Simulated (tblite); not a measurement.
Compound: C8H14OSi.
Atom-mapped SMILES: `[CH2:1]=[C:2]([CH3:3])/[CH:4]=[CH:5]\[C:6](=[O:7])[CH2:8][CH2:9][SiH3:10]` (hydrogens: H11, H12 on C1; H13, H14, H15 on C3; H16 on C4; H17 on C5; H18, H19 on C8; H20, H21 on C9; H22, H23, H24 on Si10)

The geometry is computed with GFN2-xTB (gas phase).

Problem. List the bond lengths, angles and torsions at this level.

Solution. 
```tsv
bond	length (Å)
C1=C2	1.336
C2–C3	1.495
C2–C4	1.454
C4=C5	1.342
C5–C6	1.468
C6=O7	1.215
C6–C8	1.508
C8–C9	1.521
C9–Si10	1.913
C1–H11	1.076
C1–H12	1.077
C3–H13, C3–H14, C3–H15	1.088
C4–H16	1.085
C5–H17	1.083
C8–H18, C8–H19	1.094
C9–H20, C9–H21	1.090
Si10–H22	1.479
Si10–H23, Si10–H24	1.460
```

Bonds in one row agree within 0.01 Å and their mean is given. A selection of angles:
```tsv
angle	degrees
C2–C1–H11	121.6
C2–C1–H12	122.0
H11–C1–H12	116.4
C1–C2–C3	121.1
C1–C2–C4	118.3
C3–C2–C4	120.6
C2–C3–H13	110.4
H13–C3–H14	108.8
H13–C3–H15	107.6
C2–C4–C5	130.3
C2–C4–H16	113.3
C5–C4–H16	116.4
C4–C5–C6	129.1
C4–C5–H17	117.4
C6–C5–H17	113.5
C5–C6–O7	123.8
C5–C6–C8	115.8
O7–C6–C8	120.5
C6–C8–C9	111.0
C6–C8–H18	106.0
C6–C8–H19	110.5
C9–C8–H18	109.7
C9–C8–H19	112.3
H18–C8–H19	107.1
C8–C9–Si10	113.1
C8–C9–H20	108.8
Si10–C9–H20	108.9
H20–C9–H21	106.7
C9–Si10–H22	103.7
C9–Si10–H23	111.2
C9–Si10–H24	113.8
H22–Si10–H23	105.2
H23–Si10–H24	115.6
```

Torsions: C1–C2–C4–C5 164° (antiperiplanar); C2–C4–C5–C6 -8° (synperiplanar); C4–C5–C6–O7 -36° (synclinal); C5–C6–C8–C9 160° (antiperiplanar); C6–C8–C9–Si10 43° (synclinal). The mirror-image conformer, all signs reversed, is as good.

Si10 and O7 aren't drawn bonded (4 bonds apart) but lie 2.51 Å from each other; Cordero's covalent radii sum to 1.77 Å. Of the pairs four or more bonds apart, those above aside, O7···H13 is among the closest relative to their van der Waals radii: 2.18 Å, 80 % of the sum of Bondi's values. Si10 (SiH3 silicon) is distorted tetrahedral (angles from 103.7° to 115.6°). The 7 C–C bonds span 1.336 Å (C1=C2, drawn double) to 1.521 Å (C8–C9, drawn single), a spread of 0.185 Å.

Point group: C1 (no symmetry element, even within 0.4 Å). Its GFN2-xTB frequencies are all real (lowest 28 cm⁻¹). One conformer, not necessarily the lowest.
